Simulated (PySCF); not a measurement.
Al(Me)2(SiH3) (C2H9AlSi), SMILES [SiH3][Al]([CH3])[CH3].

Coordinates come from a ωB97X-D3(BJ)/def2-SVP optimisation. The structure was generated by enumeration; whether it is a known compound was not checked.

Two levels are set side by side: PBE/def2-TZVP (PySCF) and ωB97X/def2-TZVP (PySCF). Same geometry, gas phase. Differences are taken from unrounded values.

| quantity | PBE |
|---|---|
| orbital gap (eV) | 3.95 |
| highest occupied level (eV) | -6.05 |
| lowest empty level (eV) | -2.10 |
| dipole moment (D) | 1.33 |
| mean polarisability (bohr³) | 88.0 |

Task: These are the PBE values. What does ωB97X give? (An estimate is asked for; the answer gives what the named calculation found.)

Result: 
```csv
quantity,ωB97X,PBE minus ωB97X
orbital gap (eV),9.95,-6.00
highest occupied level (eV),-9.40,3.35
lowest empty level (eV),0.56,-2.66
dipole moment (D),1.30,0.03
mean polarisability (bohr³),83.0,5.0
```

Without exact exchange PBE keeps part of each electron's self-repulsion, which lifts occupied levels and narrows the gap. PBE's more diffuse valence density responds more strongly to a field. Differences between two approximate levels are no errors against the true value.

Rough cost on one machine, each run with all the roots and properties that it gave: ωB97X against PBE within a factor of 2.
